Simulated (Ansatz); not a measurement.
`[F][GaH][Cl]` + H₂S → `[SH][GaH][Cl]` + H–F at 400 K and 1 bar (ligand exchange at a Ga–F bond).

Program: Ansatz. Geometries: PBE0-D4/def2-TZVP. ΔE: electronic, gas phase. CCSD(T)/CBS is the MP2 limit (def2-TZVPP, def2-QZVPP) plus CCSD(T) − MP2 in def2-TZVPP, frozen cores. This one scheme is used for every species. For Ga outer-core shells are correlated without core-valence functions, which leaves a few kJ/mol of doubt a bond. Scalar relativity is left out up to krypton. One conformer a species, not always the lowest.

```tsv
species	CCSD(T)/CBS energy (Eh)	H − E (kJ/mol)	S (J/(mol·K))
`[F][GaH][Cl]`	-2484.20089	46.6	313.4
H₂S	-398.97279	53.4	215.9
`[SH][GaH][Cl]`	-2782.78263	70.1	337.2
H–F	-100.39570	36.5	182.2
```

H − E and S are ideal-gas, rigid-rotor, harmonic terms from PBE0-D4/def2-TZVP, for one conformer and one mirror image of each species. 1 Eh = 2625.50 kJ/mol, R = 8.31446 J/(mol·K).

Q: By hand: ΔE, ΔH, ΔS and ΔG.

A: ΔE = (-2782.78263) + (-100.39570) − (-2484.20089) − (-398.97279) = -0.00465 Eh = -12.2 kJ/mol. Δ(H − E) = 70.1 + 36.5 − 46.6 − 53.4 = 6.6, so ΔH = -5.6 kJ/mol. ΔS = 337.2 + 182.2 − 313.4 − 215.9 = -9.9 J/(mol·K). ΔG = -5.6 − 400 × (-9.9)/1000 = -1.6 kJ/mol.

Q: By hand: the equilibrium constant, and the temperature at which ΔG would vanish if ΔH and ΔS stayed fixed.

A: log₁₀ K = −ΔG/(RT ln 10) = 0.2. ΔG = 0 at ΔH/ΔS = 566 K, though so small a ΔH makes that figure unsure.

TΔS isn't small against ΔH here. The sign of ΔG lies within the doubt. A doubt of 5 kJ/mol in ΔE shifts log₁₀ K by 0.7 here. Other conformers and mirror images would add mixing entropy, several J/(mol·K) or more a flexible species. These are equilibria of isolated gas molecules and say nothing of rates. Largest T1 diagnostic: 0.013 (customary marks: 0.02 for closed shells, 0.045 for open ones).
